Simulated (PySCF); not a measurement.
# Radial density of Hg (mercury, neutral)

M06-L, [Xe] 4f14 5d9 6s2 6p1, one real determinant (an excited configuration). Calculation: PySCF 2.14, in aug-cc-pVTZ-PP with ECP60MDF; scalar relativity through the core potential. This is the valence pseudo-density: the core potential removes the inner electrons and smooths the orbitals near the nucleus.

```csv
r (bohr),4πr²ρ (e/bohr),4πr²(ρα − ρβ)
0.0457,1.686e-05,0.0000
0.0768,4.218e-05,0.0000
0.129,0.0002269,0.0000
0.217,0.004590,0.0002
0.366,0.2384,0.0065
0.615,7.069,0.2040
1.03,17.45,0.8835
1.74,6.093,0.5827
2.93,1.428,0.3516
4.92,0.2245,0.1404
8.28,0.008834,0.0087
13.9,9.029e-05,0.0001
```

⟨L²⟩ = 7.98 against 12 for a pure F term, so this real determinant mixes terms. Energies and moments cover only the electrons outside the core potential. Spin-orbit coupling, absent here, splits the open shell strongly.
